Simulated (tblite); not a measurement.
Parent: `[C-:1]#[N+:2][c:3]1[cH:4][cH:5][c:6]2[c:7]([cH:8]1)[CH:9]=[CH:10]2`, C9H5N.

Computed geometry: GFN2-xTB, gas phase. One conformer each, not checked by frequencies here.

```
coordinate of the parent    value
                   C1≡N2  1.168 Å
                   N2–C3  1.359 Å
                   C3–C4  1.376 Å
                   C4–C5  1.419 Å
                   C5–C6  1.352 Å
                   C6–C7  1.427 Å
                   C7–C8  1.347 Å
                   C7–C9  1.506 Å
                  C9=C10  1.343 Å
                   C3–C8  1.433 Å
                  C6–C10  1.504 Å
                C1–N2–C3   179.2°
                N2–C3–C4   119.5°
                N2–C3–C8   117.8°
                C4–C3–C8   122.7°
                C3–C4–C5   121.6°
                C4–C5–C6   115.4°
                C5–C6–C7   122.8°
               C5–C6–C10   148.8°
               C7–C6–C10    88.4°
                C6–C7–C8   123.1°
                C6–C7–C9    88.4°
                C8–C7–C9   148.5°
                C3–C8–C7   114.4°
               C7–C9–C10    91.5°
               C6–C10–C9    91.7°
```

**Question.** How does the shared frame change in `[C-:1]#[N+:2][c:3]1[cH:4][c:5]([CH3:6])[c:7]2[c:8]([cH:9]1)[CH:10]=[CH:11]2`, C10H7N? Atoms pair as C1 = C1, N2 = N2, C3 = C3, C4 = C4, C5 = C5, C6 = C7, C7 = C8, C8 = C9, C9 = C10, C10 = C11 (parent first).

**Answer.** 
```json
{"parent": "C1≡N2", "relative": "C1≡N2", "value in the relative": "1.168 Å", "change": "0.000"}
{"parent": "N2–C3", "relative": "N2–C3", "value in the relative": "1.359 Å", "change": "0.000"}
{"parent": "C3–C4", "relative": "C3–C4", "value in the relative": "1.375 Å", "change": "-0.001"}
{"parent": "C4–C5", "relative": "C4–C5", "value in the relative": "1.425 Å", "change": "+0.006"}
{"parent": "C5–C6", "relative": "C5–C7", "value in the relative": "1.355 Å", "change": "+0.003"}
{"parent": "C6–C7", "relative": "C7–C8", "value in the relative": "1.428 Å", "change": "+0.001"}
{"parent": "C7–C8", "relative": "C8–C9", "value in the relative": "1.347 Å", "change": "0.000"}
{"parent": "C7–C9", "relative": "C8–C10", "value in the relative": "1.506 Å", "change": "0.000"}
{"parent": "C9=C10", "relative": "C10=C11", "value in the relative": "1.343 Å", "change": "0.000"}
{"parent": "C3–C8", "relative": "C3–C9", "value in the relative": "1.434 Å", "change": "+0.001"}
{"parent": "C6–C10", "relative": "C7–C11", "value in the relative": "1.504 Å", "change": "0.000"}
{"parent": "C1–N2–C3", "relative": "C1–N2–C3", "value in the relative": "179.2°", "change": "0.0"}
{"parent": "N2–C3–C4", "relative": "N2–C3–C4", "value in the relative": "119.4°", "change": "-0.1"}
{"parent": "N2–C3–C8", "relative": "N2–C3–C9", "value in the relative": "117.9°", "change": "+0.1"}
{"parent": "C4–C3–C8", "relative": "C4–C3–C9", "value in the relative": "122.7°", "change": "0.0"}
{"parent": "C3–C4–C5", "relative": "C3–C4–C5", "value in the relative": "122.3°", "change": "+0.7"}
{"parent": "C4–C5–C6", "relative": "C4–C5–C7", "value in the relative": "114.3°", "change": "-1.1"}
{"parent": "C5–C6–C7", "relative": "C5–C7–C8", "value in the relative": "123.4°", "change": "+0.6"}
{"parent": "C5–C6–C10", "relative": "C5–C7–C11", "value in the relative": "148.3°", "change": "-0.5"}
{"parent": "C7–C6–C10", "relative": "C8–C7–C11", "value in the relative": "88.3°", "change": "-0.1"}
{"parent": "C6–C7–C8", "relative": "C7–C8–C9", "value in the relative": "123.2°", "change": "+0.1"}
{"parent": "C6–C7–C9", "relative": "C7–C8–C10", "value in the relative": "88.5°", "change": "+0.1"}
{"parent": "C8–C7–C9", "relative": "C9–C8–C10", "value in the relative": "148.4°", "change": "-0.1"}
{"parent": "C3–C8–C7", "relative": "C3–C9–C8", "value in the relative": "114.2°", "change": "-0.2"}
{"parent": "C7–C9–C10", "relative": "C8–C10–C11", "value in the relative": "91.5°", "change": "0.0"}
{"parent": "C6–C10–C9", "relative": "C7–C11–C10", "value in the relative": "91.7°", "change": "0.0"}
```

Of the parent's bonds, C4–C5 changes most (+0.006 Å). Bonds of the relative outside the shared frame: C5–C6 1.495 Å. Point group Cs → Cs.
